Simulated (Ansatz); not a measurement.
The pair A = HF (SMILES F) (first 2 atoms), B = C2H3N (SMILES CC#N); geometry from B3LYP-D3(BJ)/def2-TZVP.
(charge 0, multiplicity 1):
```xyz
8

F      0.483    -0.317    -0.349
H      0.360    -0.185     0.576
C     -0.210     0.428     4.864
C     -0.020     0.224     3.439
N      0.129     0.064     2.314
H     -1.222     0.142     5.149
H      0.502    -0.180     5.424
H     -0.054     1.477     5.113
```

Cores are frozen in the correlated methods. MP2 and its Hartree–Fock in aug-cc-pVQZ, aug-cc-pVTZ are density fitted.

Programs: Ansatz (Gaussian orbitals). Values without a source in brackets are computed.

The counterpoise-corrected interaction energy is E(AB) − E(A in the pair's basis) − E(B in the pair's basis). Total energies (hartree):

| level | AB | A in the pair's basis | B in the pair's basis |
|---|---|---|---|
| HF/aug-cc-pVTZ | -232.0475867 | -100.0593748 | -131.9757923 |
| MP2/aug-cc-pVTZ | -232.8532784 | -100.3408707 | -132.4975403 |
| HF/aug-cc-pVQZ | -232.0624549 | -100.0667406 | -131.9833248 |
| MP2/aug-cc-pVQZ | -232.9183746 | -100.3694460 | -132.5337864 |
| MP2/aug-cc-pVDZ | -232.6514895 | -100.2562920 | -132.3812520 |
| CCSD(T)/aug-cc-pVDZ | -232.6984984 | -100.2642117 | -132.4208594 |

**Question.** Work out the counterpoise-corrected interaction energy at the basis-set limit: extrapolate the MP2 correlation part as X⁻³, take Hartree–Fock from the larger set, and add the CCSD(T) − MP2 difference of aug-cc-pVDZ.

**Answer.** 
1. Differences (1 hartree = 627.509 kcal/mol): HF/aug-cc-pVTZ -7.793; MP2/aug-cc-pVTZ -9.329; HF/aug-cc-pVQZ -7.774; MP2/aug-cc-pVQZ -9.502; MP2/aug-cc-pVDZ -8.751; CCSD(T)/aug-cc-pVDZ -8.426.
2. Correlation parts, MP2 less HF: -1.536 in aug-cc-pVTZ (X = 3), -1.727 in aug-cc-pVQZ (X = 4).
3. Limit (4³·(-1.727) − 3³·(-1.536))/(4³ − 3³) = -1.867; with HF/aug-cc-pVQZ it gives -9.641.
4. CCSD(T) less MP2 in aug-cc-pVDZ: 0.325.
Result: -9.32 kcal/mol, against -9.33 at MP2/aug-cc-pVTZ. It is an estimate of this method's limit, not of the exact value.

Ansatz is an electronic-structure program.
